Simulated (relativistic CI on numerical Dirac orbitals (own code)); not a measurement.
# Os⁷⁺: 4f photoemission

Computed with this model: Dirac-Coulomb-Breit CI, KLI orbitals optimised for each configuration, QED by a radiative potential, valence Slater integrals scaled by 0.7, multiplet model of photoemission in the sudden approximation; configurations [Xe] 4f14 5d → [Xe] 4f13 5d; 300 K; Lorentzian 0.35 eV and Gaussian 0.5 eV FWHM. Energies are those of the free ion, without screening or charge transfer. The energies are binding energies and can lie tens of eV above those of solids. S is read from ⟨S²⟩ = S(S + 1).

Field parameters in Wybourne normalisation: Td as Oh with Dq negative (B⁴₀ = 21Dq, B⁴₄ = √(5/14) B⁴₀). The field is a parameter set, without covalency.

free ion: ground-state S = 0.50, centroid 163.08 eV. Peaks (eV, height): 162.1 (100), 164.4 (72), 165.1 (55).

Td, 10Dq = -12250 cm⁻¹: ground-state S = 0.50, centroid 163.12 eV. Peaks (eV, height): 162.0 (100), 164.5 (69).

Strongest unbroadened transitions for Td, 10Dq = -12250 cm⁻¹:

```
Energy (eV)  Relative strength
     161.10               64.2
     161.11               96.0
     161.64               99.8
     161.67               99.6
     161.74               65.5
     161.77               97.5
     162.03               99.4
     162.11               99.0
     162.34               99.5
     162.35               66.5
     162.44              100.0
     164.17               52.9
     164.45               77.2
     164.59               95.1
     164.67               64.5
     165.14               90.4
     165.20               95.1
     165.70               48.4
```
